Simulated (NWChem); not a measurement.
System: CH₅InO₂; SMILES C[O][InH][OH]

Input file for NWChem:

```
start job
memory heap 200 mb stack 900 mb global 1100 mb
geometry units angstroms noautoz
  In    -0.378118     0.484277     0.000000
  H     -1.766418     1.496188     0.000000
  O      1.601089     0.920038     0.000000
  H      1.731733     1.887648     0.000000
  O     -0.534741    -1.525012     0.000000
  C      0.610596    -2.352791     0.000000
  H      0.608653    -3.016792     0.896976
  H      0.608653    -3.016792    -0.896976
  H      1.576982    -1.797555     0.000000
end
basis spherical
  In library def2-svp
  H library def2-svp
  O library def2-svp
  C library def2-svp
end
ecp
  In library def2-ecp
end
dft
  xc b3lyp
  iterations 150
  mulliken
end
task dft energy
```

NWChem printed, in part:

```
             Northwest Computational Chemistry Package (NWChem) 7.3.0
             --------------------------------------------------------

 CS  symmetry detected

                             Geometry "geometry" -> ""
                             -------------------------

 Output coordinates in angstroms (scale by  1.889725989 to convert to a.u.)

  No.       Tag          Charge          X              Y              Z
 ---- ---------------- ---------- -------------- -------------- --------------
    1 In                  49.0000    -0.29923632     0.50047209     0.00000000
    2 H                    1.0000    -1.61891820     1.60037232     0.00000000
    3 O                    8.0000     1.70408403     0.80683064     0.00000000
    4 H                    1.0000     1.89726637     1.76391870     0.00000000
    5 O                    8.0000    -0.58596508    -1.49441128     0.00000000
    6 C                    6.0000     0.50321950    -2.39479558     0.00000000
    7 H                    1.0000     0.45817594    -3.05726986     0.89697600
    8 H                    1.0000     0.45817594    -3.05726986    -0.89697600
    9 H                    1.0000     1.50361111    -1.90346519     0.00000000

 Effective nuclear repulsion energy (a.u.)     369.9195222204

      Symmetry information
      --------------------

 Group name             Cs
 Group number              2
 Group order               2
 No. of unique centers     8

                                 NWChem DFT Module
                                 -----------------

 Summary of "ao basis" -> "ao basis" (spherical)
 ------------------------------------------------------------------------------
       Tag                 Description            Shells   Functions and Types
 ---------------- ------------------------------  ------  ---------------------
 In                         def2-svp                10       26   4s4p2d
 H                          def2-svp                 3        5   2s1p
 O                          def2-svp                 6       14   3s2p1d
 C                          def2-svp                 6       14   3s2p1d

      Symmetry analysis of basis
      --------------------------

        a'         65
        a"         28

            General Information
            -------------------
          SCF calculation type: DFT
          Wavefunction type:  closed shell.
          No. of atoms     :     9
          No. of electrons :    48
           Alpha electrons :    24
            Beta electrons :    24
          Charge           :     0
          Spin multiplicity:     1
          Use of symmetry is: on ; symmetry adaption is: on
          Maximum number of iterations: 150
          AO basis - number of functions:    93
                     number of shells:    43
          Convergence on energy requested:  1.00D-06
          Convergence on density requested:  1.00D-05
          Convergence on gradient requested:  5.00D-04

              XC Information
              --------------
                         B3LYP Method XC Potential
                     Hartree-Fock (Exact) Exchange  0.200
                        Slater Exchange Functional  0.800 local
                    Becke 1988 Exchange Functional  0.720 non-local
              Lee-Yang-Parr Correlation Functional  0.810
                  VWN I RPA Correlation Functional  0.190 local

             Grid Information
             ----------------
          Grid used for XC integration:  medium
          Radial quadrature: Mura-Knowles
          Angular quadrature: Lebedev.
          Tag              B.-S. Rad. Rad. Pts. Rad. Cut. Ang. Pts.
          ---              ---------- --------- --------- ---------
          In                  1.55      123          11.0       590
          H                   0.35       45          12.0       434
          O                   0.60       49          11.0       434
          C                   0.70       49          11.0       434
          Grid pruning is: on
          Number of quadrature shells:   450
          Spatial weights used:  Erf1

      Superposition of Atomic Density Guess
      -------------------------------------

 Sum of atomic energies:        -407.55381521

      Non-variational initial energy
      ------------------------------

 Total energy =    -379.614477
 1-e energy   =    -983.263005
 2-e energy   =     407.937555
 HOMO         =      -0.368319
 LUMO         =      -0.044852

      Symmetry analysis of molecular orbitals - initial
      -------------------------------------------------

  Numbering of irreducible representations:

     1 a'          2 a"

  Orbital symmetries:

     1 a'          2 a'          3 a'          4 a'          5 a'
     6 a'          7 a"          8 a'          9 a'         10 a'
    11 a'         12 a'         13 a"         14 a"         15 a'
    16 a'         17 a'         18 a"         19 a'         20 a'
    21 a"         22 a'         23 a'         24 a"         25 a'
    26 a"         27 a'         28 a'         29 a'         30 a'
    31 a"         32 a'         33 a'         34 a"

     ---------------------------------------------
      Total Density - Mulliken Population Analysis
     ---------------------------------------------

    Atom       Charge   Shell Charges
 -----------   ------   -------------------------------------------------------
    1 In  21    19.64   2.60 -0.60  0.69  0.35  3.24  2.76  0.45  0.11  9.71  0.35
    2 H    1     1.00   0.57  0.42  0.01
    3 O    8     9.01   1.99  1.12  0.70  3.11  2.09  0.00
    4 H    1     0.66   0.53  0.07  0.06
    5 O    8     9.01   1.99  1.11  0.74  3.08  2.09  0.01
    6 C    6     5.89   1.99  0.92  0.23  1.83  0.87  0.05
    7 H    1     0.93   0.69  0.22  0.02
    8 H    1     0.93   0.69  0.22  0.02
    9 H    1     0.93   0.69  0.22  0.02

[...]
```

Level: B3LYP/def2-SVP with def2 effective core potentials on In. The geometry was optimised at PBE-D3(BJ)/def2-SVP. def2 effective core potentials on In; no spin-orbit coupling.
